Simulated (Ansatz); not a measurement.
Consider the redistribution: `CNB(C)N` + `NB(F)S` → `CNBN` + `CNB(F)S`.

Program: Ansatz. Geometries: PBE0-D4/def2-TZVP. ΔE: electronic, gas phase. CCSD(T)/CBS is the MP2 limit (def2-TZVPP, def2-QZVPP) plus CCSD(T) − MP2 in def2-TZVPP, frozen cores. This one scheme is used for every species. DFT in def2-TZVPP. Each species was taken in one conformer, which may not be the lowest.

(1) Is it downhill or uphill in electronic energy at CCSD(T)/CBS, and by how much? (Best estimate.)

(2) What do these levels give: PBE-D4, ωB97M-V, HF/def2-TZVPP, MP2/def2-TZVPP, MP2/def2-QZVPP, MP2/CBS(def2)? (Estimate.)

Largest T1 diagnostic among the species: 0.012.

Answers

(1) Ansatz gave: Uphill: ΔE = +17.2 kcal/mol.

(2) Ansatz gave: PBE-D4 16.4, ωB97M-V 17.2, HF/def2-TZVPP 15.0, MP2/def2-TZVPP 17.6, MP2/def2-QZVPP 17.8, MP2/CBS(def2) 18.0 kcal/mol.

The D4 term adds +0.7 kcal/mol with B3LYP and +0.4 kcal/mol with PBE0; it sums over pairs of atoms, weighted by their polarisabilities, and B3LYP, whose exchange is more repulsive, gets the larger term. In def2-TZVPP, CCSD(T) changes the Hartree–Fock value by +1.8 kcal/mol (the triples alone add +0.1 kcal/mol) and MP2 by +2.6 kcal/mol.

B3LYP here is the variant with VWN-RPA as its local correlation; programs differ in this.
